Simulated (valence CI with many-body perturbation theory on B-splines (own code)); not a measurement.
## E1 transitions of Os⁶²⁺

Computed by relativistic CI+MBPT: four valence electrons over a frozen Dirac-Fock core [Ne], a basis of 11 s, 11 p, 10 d, 8 f, 5 g, 2 h functions for each j, with the one-electron correlation potential Σ1, the two-electron term Σ2, the three-electron term Σ3, Breit, model QED; selected CI, second order for the rest, scaled by the run's own slope (own B-spline code, finite nucleus).

No measured spectrum was set against this ion. As an estimate, large intervals hold to a few tenths of a per cent, small ones and those within an open d or f shell to about a per cent. Among the levels kept, up to 600 cm⁻¹ of a level comes from second order outside the variational space, and about a tenth of that is noise between levels of different J, which matters for small intervals.

Lines 101 to 150 of 576 in falling wavelength, among levels below 1911.6 eV, chosen from the strongest by gf and those to the six lowest levels. Wavelengths and rates use the calculated energies. Electric multipoles are in the length gauge, E1 and E2 with the static RPA response of the core. Weak lines are less certain than strong ones. Lines between different terms over intervals too small for the method are left out, as are lines whose strength nearly cancels. The highest levels of a list are the least certain.

Levels are named by their leading jj configuration (3d3/2^4 stands for four electrons in 3d with j = 3/2), which in mixed levels can hold well under half, so a name can repeat and another be missing. Letters in brackets count levels of one name in rising energy.

```tsv
λ vac (nm)	Upper	Lower	A (s⁻¹)	S (a.u.) with core polarisation	S without
4.002	(3s 3p1/2 3d5/2^2) J=3 [a]	(3s 3p1/2 3p3/2 3d5/2) J=2 [c]	6.91e+10	1.53e-02	1.55e-02
3.974	(3s 3p1/2 3d3/2 3d5/2) J=3 [b]	(3s 3p1/2 3p3/2 3d3/2) J=3 [c]	6.00e+10	1.30e-02	1.32e-02
3.958	(3s 3p1/2 3d5/2^2) J=4 [b]	(3s 3p1/2 3p3/2 3d5/2) J=3 [d]	2.88e+11	7.93e-02	8.03e-02
3.949	(3s 3p1/2 3d5/2^2) J=5	(3s 3p1/2 3p3/2 3d5/2) J=4 [c]	1.18e+11	3.94e-02	3.99e-02
3.929	(3s 3p1/2 3d3/2 3d5/2) J=4 [b]	(3s 3p1/2 3p3/2 3d3/2) J=3 [c]	1.46e+11	3.93e-02	3.98e-02
3.921	(3s 3p1/2 3p3/2 3d5/2) J=2 [b]	(3s 3p1/2 3p3/2^2) J=2 [b]	6.75e+10	1.00e-02	1.02e-02
3.917	(3p1/2^2 3d5/2^2) J=2	(3p1/2^2 3p3/2 3d5/2) J=1	7.66e+10	1.14e-02	1.15e-02
3.917	(3s 3p1/2 3d5/2^2) J=3 [b]	(3s 3p1/2 3p3/2 3d5/2) J=2 [c]	1.60e+11	3.32e-02	3.37e-02
3.904	(3s 3p1/2 3d5/2^2) J=3 [b]	(3s 3p1/2 3p3/2 3d5/2) J=3 [d]	9.71e+10	2.00e-02	2.02e-02
3.904	(3s 3p1/2 3d3/2 3d5/2) J=2 [b]	(3s 3p1/2 3p3/2 3d3/2) J=1 [c]	7.01e+10	1.03e-02	1.04e-02
3.902	(3s 3p1/2 3d5/2^2) J=4 [a]	(3s 3p1/2 3p3/2 3d5/2) J=3 [b]	8.63e+10	2.28e-02	2.31e-02
3.897	(3p1/2^2 3d5/2^2) J=4	(3p1/2^2 3p3/2 3d5/2) J=3	1.64e+11	4.32e-02	4.37e-02
3.877	(3s^2 3d5/2^2) J=2	(3s^2 3p3/2 3d5/2) J=1	1.81e+11	2.60e-02	2.63e-02
3.871	(3s 3p1/2 3d5/2^2) J=2 [b]	(3s 3p1/2 3p3/2 3d5/2) J=2 [c]	7.16e+10	1.03e-02	1.04e-02
3.871	(3s^2 3d5/2^2) J=4	(3s^2 3p3/2 3d5/2) J=3	4.65e+11	1.20e-01	1.21e-01
3.866	(3s 3p1/2 3d5/2^2) J=1 [a]	(3s 3p1/2 3p3/2 3d5/2) J=0	1.07e+11	9.15e-03	9.26e-03
3.859	(3s 3p1/2 3d5/2^2) J=2 [b]	(3s 3p1/2 3p3/2 3d5/2) J=3 [d]	7.67e+10	1.09e-02	1.10e-02
3.859	(3s 3p3/2^2 3d5/2) J=1 [a]	(3s 3p3/2^3) J=2	1.79e+11	1.52e-02	1.54e-02
3.854	(3s 3p3/2^2 3d5/2) J=3 [a]	(3s 3p3/2^3) J=2	6.54e+10	1.29e-02	1.31e-02
3.834	(3s 3p1/2 3d3/2 3d5/2) J=2 [d]	(3s 3p1/2 3p3/2 3d3/2) J=1 [d]	1.40e+11	1.94e-02	1.97e-02
3.832	(3s 3p1/2 3d3/2 3d5/2) J=3 [d]	(3s 3p1/2 3p3/2 3d3/2) J=2 [e]	2.27e+11	4.41e-02	4.46e-02
3.821	(3s 3p1/2 3d3/2 3d5/2) J=1 [b]	(3s 3p1/2 3p3/2 3d3/2) J=1 [c]	2.13e+11	1.76e-02	1.78e-02
3.815	(3s 3p1/2 3d3/2 3d5/2) J=4 [b]	(3s 3p1/2 3p3/2 3d3/2) J=3 [b]	5.16e+10	1.27e-02	1.29e-02
3.814	(3s 3p1/2 3d5/2^2) J=1 [a]	(3s 3p1/2 3p3/2 3d5/2) J=1 [c]	2.05e+11	1.68e-02	1.70e-02
3.809	(3s 3p1/2^2 3d5/2) J=2	(3s 3p1/2^2 3p3/2) J=1	2.00e+11	2.73e-02	2.76e-02
3.789	(3s^2 3p3/2 3d5/2) J=2	(3s^2 3p3/2^2) J=2	1.69e+11	2.27e-02	2.30e-02
3.780	(3s 3p1/2 3d3/2 3d5/2) J=1 [c]	(3s 3p1/2 3p3/2 3d3/2) J=0 [b]	1.15e+11	9.22e-03	9.33e-03
3.777	(3s 3p1/2 3d3/2 3d5/2) J=3 [b]	(3s 3p1/2 3p3/2 3d3/2) J=2 [c]	1.48e+11	2.76e-02	2.80e-02
3.773	(3s 3p1/2 3d5/2^2) J=4 [a]	(3s 3p1/2 3p3/2 3d5/2) J=3 [a]	2.98e+11	7.10e-02	7.19e-02
3.769	(3s^2 3d3/2 3d5/2) J=3	(3s^2 3p3/2 3d3/2) J=2	2.59e+11	4.79e-02	4.85e-02
3.768	(3s 3p1/2 3d5/2^2) J=5	(3s 3p1/2 3p3/2 3d5/2) J=4 [b]	2.02e+11	5.88e-02	5.95e-02
3.758	(3s 3p1/2 3d5/2^2) J=4 [b]	(3s 3p1/2 3p3/2 3d5/2) J=4 [c]	1.44e+11	3.40e-02	3.44e-02
3.755	(3s 3p1/2 3d5/2^2) J=2 [a]	(3s 3p1/2 3p3/2 3d5/2) J=1 [a]	8.03e+10	1.05e-02	1.06e-02
3.752	(3s^2 3p1/2 3d5/2) J=2	(3s^2 3p1/2 3p3/2) J=2	4.86e+10	6.33e-03	6.41e-03
3.751	(3s^2 3d5/2^2) J=2	(3s^2 3p3/2 3d5/2) J=3	9.81e+10	1.28e-02	1.29e-02
3.737	(3s^2 3p1/2 3d5/2) J=3	(3s^2 3p1/2 3p3/2) J=2	2.52e+11	4.54e-02	4.60e-02
3.732	(3s 3p1/2 3p3/2 3d5/2) J=2 [a]	(3s 3p1/2 3p3/2^2) J=2 [a]	2.02e+11	2.59e-02	2.63e-02
3.728	(3s 3p1/2 3d3/2 3d5/2) J=1 [c]	(3s 3p1/2 3p3/2 3d3/2) J=1 [d]	1.17e+11	9.00e-03	9.11e-03
3.726	(3s 3p1/2 3p3/2 3d5/2) J=0	(3s 3p1/2 3p3/2^2) J=1 [b]	4.00e+11	1.02e-02	1.04e-02
3.724	(3p1/2^2 3d3/2 3d5/2) J=2	(3p1/2^2 3p3/2 3d3/2) J=1	1.22e+11	1.56e-02	1.57e-02
3.720	(3s 3p3/2^2 3d5/2) J=1 [b]	(3s 3p3/2^3) J=1	4.26e+11	3.25e-02	3.29e-02
3.714	(3s 3p1/2 3p3/2 3d5/2) J=3 [b]	(3s 3p1/2 3p3/2^2) J=3	2.11e+11	3.74e-02	3.79e-02
3.713	(3s^2 3d3/2 3d5/2) J=3	(3s^2 3p3/2 3d3/2) J=3	4.94e+10	8.74e-03	8.85e-03
3.707	(3p1/2^2 3d5/2^2) J=4	(3s 3p1/2 3d3/2 3d5/2) J=3 [a]	1.25e+11	2.83e-02	2.87e-02
3.701	(3s 3p1/2 3d5/2^2) J=1 [b]	(3s 3p1/2 3p3/2 3d5/2) J=2 [d]	2.37e+11	1.78e-02	1.80e-02
3.697	(3s 3p1/2 3d5/2^2) J=2 [b]	(3s 3p1/2 3p3/2 3d5/2) J=1 [b]	8.82e+10	1.10e-02	1.11e-02
3.696	(3s 3p1/2 3d3/2 3d5/2) J=2 [b]	(3s 3p1/2 3p3/2 3d3/2) J=2 [c]	1.77e+11	2.20e-02	2.23e-02
3.694	(3s 3p1/2 3d3/2 3d5/2) J=3 [c]	(3s 3p1/2 3p3/2 3d3/2) J=2 [d]	2.34e+11	4.07e-02	4.12e-02
3.686	(3s 3p1/2 3d3/2 3d5/2) J=2 [a]	(3s 3p1/2 3p3/2 3d3/2) J=2 [b]	1.06e+11	1.31e-02	1.32e-02
3.676	(3s 3p1/2 3p3/2 3d5/2) J=4 [b]	(3s 3p1/2 3p3/2^2) J=3	2.16e+11	4.77e-02	4.83e-02
```
